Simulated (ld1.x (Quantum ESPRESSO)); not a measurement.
## Configuration tests for indium (In) (PAW)

- Element: In
- Generator: ld1.x (Quantum ESPRESSO) 7.5
- Type: PAW
- Functional: LDA (PZ)
- Relativity: fully relativistic
- Frozen core: [Ar] 3d10 4s2
- Valence charge: 19
- Reference configuration: 4p6 4d10 5s2 5p0.5 (charge +0.5)
- Partial waves: 5s (bound): rcut 1.95, rcutus 2.35 bohr; 5s channel at 3.35 Ry: rcut 1.95, rcutus 2.35 bohr; 4p (bound): rcut 1.25, rcutus 1.40 bohr; 5p (bound): rcut 1.25, rcutus 1.40 bohr; 4d (bound): rcut 0.75, rcutus 1.05 bohr; 4d channel at -0.85 Ry: rcut 0.75, rcutus 1.05 bohr
- Local potential: all-electron potential smoothed inside 1.90 bohr (lloc = -1)
- Core correction: a·sin(br)/r model core inside 0.80 bohr
- Augmentation charge: PSQ, inside the norm-conserving radii

Open shells are filled in proportion to 2j + 1 (rel_dist='average').

Energies are relative to the spin-unpolarised reference configuration 4p6 4d10 5s2 5p0.5; without spin polarisation the order of configurations can differ from experiment.

| valence configuration | charge | ΔE all-electron (eV) | error AE − PS (meV) |
| --- | --- | --- | --- |
| 4p6 4d10 5s2 5p0 | +1 | 3.555 | 0.0 |
| 4p6 4d10 5s1 5p0 | +2 | 23.216 | +0.3 |
| 4p6 4d10 5s2 5p1.3 | -0.3 | -2.635 | +0.1 |
| 4p6 4d10 5s1 5p2 | 0 | 3.874 | 0.0 |
| 4p6 4d9 5s2 5p2 | 0 | 16.131 | +19 |

**Question.** What are ΔE and the potential's error for 4p6 4d10 5s2 5p1?

**Answer.** ΔE = -2.050 eV all-electron; the error (AE − PS) is +0.1 meV.

**Question.** What are ΔE and the potential's error for 4p6 4d10 5s1 5p1?

**Answer.** ΔE = 10.236 eV all-electron; the error (AE − PS) is 0.0 meV.

The ghost test of this file was not conclusive.
